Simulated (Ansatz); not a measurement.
FMg (SMILES [F][Mg+]), charge +1, singlet, at a GFN2-xTB geometry (such geometries of metal compounds can be far from the true shape); HF/6-31G* (Ansatz, an electronic-structure program).

Here is a job for Ansatz.
Ansatz 0.2 input:
```yaml
crystal:
  periodic: [false, false, false]
  atoms:
    - {symbol: Mg, position_ang: [-0.00000000, -0.00000000, -0.74597931]}
    - {symbol: F, position_ang: [0.00000000, 0.00000000, 0.99463908]}
basis:
  gaussian:
    orbitals: 6-31G*
hamiltonian:
  xc: hf
total_charge: 1
```

Problem. Write the output that Ansatz gives for this input, abridged.

Solution. 
```
Functional definition: HF
262 factors; integrals over basis functions are off by at most 3.6e-4 eV
mean field evaluation 1: about -8121.1330 eV, gradient 7.9e1 eV
mean field evaluation 2: about -8121.1486 eV, gradient 7.9e1 eV
mean field evaluation 4: about -8130.8021 eV, gradient 4.1e0 eV
mean field evaluation 8: about -8130.8367 eV, gradient 8.1e-2 eV
mean field -8130.83680562 eV, -298.8027413276 hartree, gradient 2.3e-5 eV, S^2 0.000000; 0 other end points of the search recorded, 0 dependent functions left out
reference -8130.83680562 eV, -298.8027413276 hartree; 10, 10 occupied and 24, 24 virtual orbitals, 262 factors
Total energy: -8130.83680562 eV, -298.8027413276 hartree
```
